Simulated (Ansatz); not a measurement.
This geometry of ClH + FGe2H5 (10 atoms, charge 0, multiplicity 1) is a first-order saddle point.

Computed with RKS PBE-D4/def2-SVP (Ansatz).

```xyz
10
Properties=species:S:1:pos:R:3
Ge 0.074 0.211 -0.069
H 0.045 0.076 1.769
H 1.346 -0.525 -0.541
Ge -1.261 2.058 -0.914
H -2.401 1.526 -1.821
H -1.841 2.754 0.336
H -0.292 2.981 -1.682
F -1.080 -1.142 0.117
Cl 1.562 2.097 0.946
H 0.597 0.793 1.706
```

(1) Which two structures does it join? (They come from a converged band through this point; their orientation in space is the band's.)

(2) How far does it lie above each of them?

Results:

(1) Bonds broken: Ge1–H2, Cl9–H10. Bonds formed: Ge1–Cl9, H2–H10. ClH + FGe2H5 becomes ClFGe2H4 + H2.

First end point:

```xyz
10
Properties=species:S:1:pos:R:3
Ge -0.135 -0.247 -0.080
H -0.188 -0.500 1.453
H 1.300 -0.436 -0.640
Ge -1.217 1.834 -0.764
H -2.539 1.521 -1.511
H -1.560 2.695 0.484
H -0.294 2.667 -1.689
F -1.098 -1.551 -0.799
Cl 1.759 2.241 1.351
H 0.721 2.604 2.042
```

Last end point:

```xyz
10
Properties=species:S:1:pos:R:3
Ge 0.801 0.389 -0.514
H -1.439 0.248 2.081
H 1.040 -0.674 -1.622
Ge -0.928 2.091 -0.770
H -2.316 1.419 -0.893
H -0.872 3.014 0.467
H -0.611 2.894 -2.055
F 0.452 -0.541 0.951
Cl 2.697 1.397 -0.144
H -2.075 0.591 2.347
```

(2) 23.3 kcal/mol above the first and 37.2 kcal/mol above the second. This is the barrier of this one path; another mechanism may lie lower. The orbitals stay closed-shell, which can raise the energy where a bond breaks towards radicals; this wasn't checked here.

Time of the run: 97 s on 4 threads of AMD EPYC 9R45 96-Core Processor (Zen 5) (shared host), peak memory 0.23 GiB.
